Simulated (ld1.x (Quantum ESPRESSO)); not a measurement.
**Varying the ultrasoft potential for bromine**

Base potential:

* Element: bromine (Br)
* Generator: ld1.x (Quantum ESPRESSO) 7.5
* Type: ultrasoft
* Functional: PW91
* Relativity: fully relativistic
* Frozen core: [Ar] 3d10
* Valence charge: 7
* Reference configuration: 4s2 4p5
* Partial waves: 4s (bound): rcut 1.15, rcutus 1.30 bohr; 4s channel at -1.15 Ry: rcut 1.15, rcutus 1.30 bohr; 4p (bound): rcut 1.45, rcutus 1.75 bohr; 4p channel at -0.15 Ry: rcut 1.45, rcutus 1.75 bohr
* Local potential: all-electron potential smoothed inside 1.50 bohr (lloc = -1)
* Core correction: a·sin(br)/r model core inside 1.30 bohr
* Augmentation charge: PSQ, inside the norm-conserving radii

Open shells are filled in proportion to 2j + 1 (rel_dist='average').

Cutoffs, loose and tight: the cutoffs (Ry, on a coarse ladder) from which the occupation-weighted sum of valence levels, in a spherical-Bessel basis at the reference potential, stays within 10 and 1 mRy of its value at 400 Ry. They do not see the model core or the augmentation charge, which bear on the density cutoff. Test errors are all-electron minus pseudo excitation energies from the reference, over the configurations 4s2 4p4; 4s2 4p3; 4s2 4p2; 4s2 4p5.3; 4s2 4p1; 4s1 4p5; 4s1 4p6. A dash means not determined; rows that change the core or the reference have their own tests.

```tsv
change	outcome	cutoff, loose	cutoff, tight	bound ghosts	largest test error (meV)
base	generated	21 Ry	45 Ry	none	-129
all radii but the core radius scaled by about 0.73 (s 0.96, p 1.28 bohr, rcut 0.84/1.06); local potential all-electron potential smoothed inside 1.10 bohr (lloc = -1)	failed: chargeps: negative rho	–	–	–	–
all radii but the core radius scaled by about 0.85 (s 1.10, p 1.48 bohr, rcut 0.98/1.22); local potential all-electron potential smoothed inside 1.26 bohr (lloc = -1)	failed: chargeps: negative rho	–	–	–	–
all radii but the core radius scaled by about 0.92 (s 1.20, p 1.60 bohr, rcut 1.06/1.34); local potential all-electron potential smoothed inside 1.38 bohr (lloc = -1)	failed: run_pseudo: Errors in PS-KS equation	–	–	–	–
all radii but the core radius scaled by about 1.14 (s 1.48, p 2.00 bohr, rcut 1.30/1.64); local potential all-electron potential smoothed inside 1.70 bohr (lloc = -1)	generated	18 Ry	35 Ry	none	-102
all radii but the core radius scaled by about 1.20 (s 1.56, p 2.10 bohr, rcut 1.38/1.74); local potential all-electron potential smoothed inside 1.80 bohr (lloc = -1)	generated	15 Ry	30 Ry	none	-93
all radii but the core radius scaled by about 1.32 (s 1.72, p 2.32 bohr, rcut 1.52/1.92); local potential all-electron potential smoothed inside 1.98 bohr (lloc = -1)	failed: chargeps: negative rho	–	–	–	–
all radii but the core radius scaled by about 1.38 (s 1.80, p 2.42 bohr, rcut 1.58/2.00); local potential all-electron potential smoothed inside 2.08 bohr (lloc = -1)	failed: chargeps: negative rho	–	–	–	–
```

What comes out with this change to the base: all radii but the core radius scaled by about 1.09 (s 1.42, p 1.90 bohr, rcut 1.24/1.58); local potential all-electron potential smoothed inside 1.64 bohr (lloc = -1)?

outcome: generated; cutoff, loose: 18 Ry; cutoff, tight: 40 Ry; bound ghosts: none; largest test error (meV): -115.

Reading the sweep of the scale of all radii but the core radius (base = 1) (base included, trends over the rows without a ghost): The loose cutoff falls from 21 Ry at 1 to 15 Ry at 1.2. A larger radius leaves more room for a smooth pseudo-wave, so fewer plane waves are needed; a smaller one forces it to follow the all-electron wave where it bends sharply. The median size of the test errors (rows with all tests solved) is not monotonic: lowest 7.3 meV at 1, highest 11.9 meV at 1.14. The generation fails at 0.73, 0.85, 0.92, 1.32, 1.38.
